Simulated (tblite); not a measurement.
Isomers of C5H12NOP. Level: GFN2-xTB in tblite, geometry and Hessian alike; calculated harmonic values, unscaled, isolated species. This tight-binding method is rough: wavenumbers can miss measured ones by several per cent, in bad cases by 10 to 20. One conformer each.

Electronic energies: GFN2-xTB at the same geometries; isomer energies are rough at this level and their order can be wrong.

```csv
SMILES,"electronic energy, lowest = 0 (kcal/mol)"
CO/C=P\CN(C)C,35.3
CP1(=N)CCOCC1,5.7
CNP1CCOCC1,0.0
CCP(NC)C(C)=O,10.2
```

Problem. How do GFN2-xTB zero-point energies change the relative energies?

Solution. 
```json
{"SMILES": "CNP1CCOCC1", "ZPE (kcal/mol)": "105.6", "of it from modes above 1550 cm⁻¹": "51.0", "electronic (kcal/mol)": "0.0", "with ZPE, lowest = 0 (kcal/mol)": "0.0", "lowest mode (cm⁻¹)": "76", "rings": "1"}
{"SMILES": "CP1(=N)CCOCC1", "ZPE (kcal/mol)": "103.6", "of it from modes above 1550 cm⁻¹": "51.3", "electronic (kcal/mol)": "5.7", "with ZPE, lowest = 0 (kcal/mol)": "3.7", "lowest mode (cm⁻¹)": "108", "rings": "1"}
{"SMILES": "CCP(NC)C(C)=O", "ZPE (kcal/mol)": "103.2", "of it from modes above 1550 cm⁻¹": "54.2", "electronic (kcal/mol)": "10.2", "with ZPE, lowest = 0 (kcal/mol)": "7.8", "lowest mode (cm⁻¹)": "40", "rings": "0"}
{"SMILES": "CO/C=P\\CN(C)C", "ZPE (kcal/mol)": "103.6", "of it from modes above 1550 cm⁻¹": "50.5", "electronic (kcal/mol)": "35.3", "with ZPE, lowest = 0 (kcal/mol)": "33.3", "lowest mode (cm⁻¹)": "25", "rings": "0"}
```

The zero-point energies span 2.4 kcal/mol, from `CCP(NC)C(C)=O` to `CNP1CCOCC1`. The order is unchanged.

Problem. What do entropy and thermal enthalpy add at 298.15 K and 1 bar (rigid rotor, harmonic oscillator, one conformer each)?

Solution. 
```
       SMILES  point group  symmetry number  S (cal/(mol K))  H − H(0) (kcal/mol)  ZPE + H − H(0) − TS (kcal/mol)
   CNP1CCOCC1           C1                1             92.9                 6.36                            84.2
CP1(=N)CCOCC1           Cs                1             93.1                 6.57                            82.4
CCP(NC)C(C)=O           C1                1            106.8                 7.91                            79.3
```

Not tabulated: `CO/C=P\CN(C)C` (lowest mode only 25 cm⁻¹).
